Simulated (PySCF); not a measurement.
Working out the ionisation energy of O²⁺

O²⁺ [He] 2s2 2p2 (3P) → O³⁺ [He] 2s2 2p1 (2P). Computed with PySCF 2.14 in ANO-RCC-VTZP (4s3p2d1f, 30 functions), with scalar relativity by spin-free X2C-1e. Frozen: 1s2. Energies in hartree (1 hartree = 27.21139 eV):

| part | O²⁺ (lower) | O³⁺ (upper) |
| --- | --- | --- |
| UHF | -73.157423 | -71.151052 |
| CCSD correlation | -0.093941 | -0.089368 |
| (T) | -0.001222 | -0.000861 |

Problem. What does Hartree-Fock give?

Solution. (-71.151052) − (-73.157423) = 2.006371 hartree = 54.596 eV.

Problem. What do CCSD and CCSD(T) give?

Solution. The CCSD correlation energies differ by 0.004573 hartree = 0.124 eV and the triples by 0.000361 hartree = 0.010 eV, so CCSD gives 54.720 eV and CCSD(T) 54.730 eV.

A first-order spin-orbit estimate adds -0.005 eV to CCSD(T) (valence), giving 54.725 eV against 54.936 eV (semi-empirical (NIST evaluation); NIST Atomic Spectra Database, ionization energies).

What remains against the reference includes basis incompleteness, the frozen core and higher excitations.
